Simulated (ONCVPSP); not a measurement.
# B (Z = 5) ONCV: all-electron and pseudo phase curves

| Item | Value |
| --- | --- |
| Element | boron |
| Generator | ONCVPSP 4.0.1 |
| Type | optimised norm-conserving Vanderbilt (ONCV) |
| Functional | PBEsol |
| Relativity | fully relativistic |
| Frozen core | [He] |
| Valence charge | 3 |
| Reference configuration | 2s2 (charge +1) |
| Partial waves | 2s: rc 1.20 bohr, ncon 3, nbas 6, qcut 4.2 1/bohr, 2 projectors, debl 2.1 Ha; p scattering state at 0.2 Ha: rc 1.10 bohr, ncon 5, nbas 10, qcut 7 1/bohr, 2 projectors, debl 1.3 Ha |
| Local potential | polynomial inside 0.85 bohr (lpopt 5, dvloc0 0 Ha) |
| Core correction | Teter function, fcfact 4.25, rcfact 1.6 |

Open shells are filled in proportion to 2j + 1.

In the p channel the program set the typed energies aside and used 0.050, 1.350 Ha (j = l + 1/2; the other j can differ).

The phase is arctan(r·R′/R) of the radial function R(r), unwrapped; energies in Ha, scanned from -2 to 5 Ha. A pole is an energy at which the radial function vanishes at the test radius. The pseudo phase is shifted by a multiple of π to meet the all-electron one at the reference energy, and phase errors are pseudo minus all-electron; the curves can meet again beyond the range given. Levels narrower than the energy grid can be missing from the lists of poles.

**Question.** For each channel, where are the poles, and over which energies does the pseudopotential scatter like the atom?

**Answer.**

| channel | radius (bohr) | reference energy (Ha) | poles, all-electron | poles, pseudo | unbroken range about the reference energy with phases within 0.05 rad | phase error 1 Ha above the reference energy (rad) |
| --- | --- | --- | --- | --- | --- | --- |
| s | 1.22 | -0.71 | 4.01 | 3.91 | the whole range | -0.000 |
| p3/2 | 1.12 | 0.05 | 3.22 | 3.22 | the whole range | +0.000 |
| p1/2 | 1.12 | 0.05 | 3.22 | 3.22 | the whole range | +0.000 |

Phases in the p1/2 channel:

```
E (Ha)  all-electron  pseudo
 -1.98         0.518   0.518
 -1.62         0.313   0.313
 -1.26         0.052   0.052
 -0.90        -0.245  -0.245
 -0.54        -0.534  -0.534
 -0.18        -0.777  -0.777
  0.18        -0.965  -0.965
  0.54        -1.107  -1.107
  0.90        -1.215  -1.215
  1.26        -1.300  -1.300
  1.62        -1.368  -1.368
  1.98        -1.425  -1.425
  2.34        -1.473  -1.473
  2.70        -1.516  -1.516
  3.06        -1.554  -1.554
  3.42        -1.591  -1.591
  3.78        -1.626  -1.626
  4.14        -1.661  -1.661
  4.50        -1.697  -1.696
  4.86        -1.736  -1.734
```
